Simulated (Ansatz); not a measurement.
Species: sum formula TaO$_{2}$F, charge 0, multiplicity 1. 
Structure (B3LYP-D3(BJ)/def2-TZVP (Ansatz, a quantum-chemistry and plane-wave program) minimum search):
```xyz
4

Ta     0.0398    -0.0535    -0.1459
O     -1.3777    -0.9594     0.3002
O     -0.4690     1.5933    -0.3875
F      1.3190    -0.1299     1.2607
```

Basis-set convergence of Hartree-Fock and MP2 correlation energies (hartree) with Ansatz. Correlated levels leave the core frozen unless marked. Spin-orbit coupling is left out. Frozen are the shells of the preceding noble gas and the d and f shells that filled before the atom's block. In def2 rows, elements after Kr have scalar-relativistic effective core potentials.

The T1 diagnostic of CCSD in the largest basis is 0.027, which is high, so the coupled-cluster rows are less sure than usual.

```json
[
 {"basis": "def2-SVP", "functions": "74", "E(HF)": "-305.42713", "E(corr, MP2)": "-0.75671"},
 {"basis": "def2-TZVPP", "functions": "149", "E(HF)": "…", "E(corr, MP2)": "…"}
]
```

### Question
What belongs in the gaps?

### Answer

- def2-TZVPP, E(HF): -305.77403
- def2-TZVPP, E(corr, MP2): -0.93429
